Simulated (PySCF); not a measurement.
Gas-phase reaction: 2 HfCl₄.H₂O + 2 Cl ⇌ 2 HfCl₄ + H₂O₂ + 2 HCl

Energies from PySCF, thermal terms from the rigid-rotor harmonic-oscillator model, ideal gas at 1 bar. S°(298 K) at PBE0/def2-TZVP differs from the NASA 1993 table for H₂O₂ (-8 J/mol/K); whether the harmonic model or the table's entry is off was not settled. † marks an energy on the PBE0/def2-TZVP geometry and frequencies; other levels use their own. CCSD(T) freezes the core. Open shells (unrestricted): Cl (multiplicity 2, electronic degeneracy 6); the rest are closed-shell singlets. Spin-orbit splitting is ignored; it lowers the true energy and changes the entropy of Cl. B3LYP is the form with VWN-RPA correlation. Hf: scalar-relativistic def2 core potential, no spin-orbit coupling. No R ln 2 is added for the mirror-image form of H₂O₂. Adducts (HfCl₄.H₂O) have no counterpoise correction, and HF, PBE, BLYP, B3LYP and PBE0 lack dispersion. HfCl₄.H₂O: computed as isolated molecules; such fragments, hydroxides, amides, oligomers or adducts are transient or little studied in the gas. CCSD(T) isn't extrapolated to the basis-set limit. The harmonic model lacks anharmonicity and excited electronic states, which grow with temperature; levels with a mode under 35 cm⁻¹ are left out. Internal rotation in H₂O₂ is treated as a harmonic vibration of one conformer, which makes the entropy rough. Soft modes under 120 cm⁻¹ make the harmonic entropy rough for HfCl₄.H₂O, HfCl₄.

| level | ΔE electronic, kJ | ΔH°(298 K), kJ | ΔS°(298 K), J/K | ΔG°(600 K), kJ |
|---|---|---|---|---|
| B3LYP/def2-TZVP† | 39 | 15 | 118 | -52 |
| BLYP/def2-TZVP† | 3 | -20 | 118 | -88 |
| CCSD(T)/def2-SVP† | 142 | 118 | 118 | 51 |
| PBE/def2-TZVP† | -1 | -25 | 118 | -92 |
| PBE0/def2-QZVP† | 41 | 18 | 118 | -50 |
| PBE0/def2-TZVP | 41 | 17 | 118 | -50 |
| r2SCAN/def2-TZVP† | 53 | 29 | 118 | -38 |
| LDA/def2-TZVP† | 4 | -20 | 118 | -87 |
| ωB97M-V/def2-TZVP† | 65 | 41 | 118 | -26 |
| ωB97X-V/def2-TZVP† | 60 | 36 | 118 | -31 |
ΔH° is lowest at PBE/def2-TZVP† and highest at CCSD(T)/def2-SVP†. No reference value is set beside these.
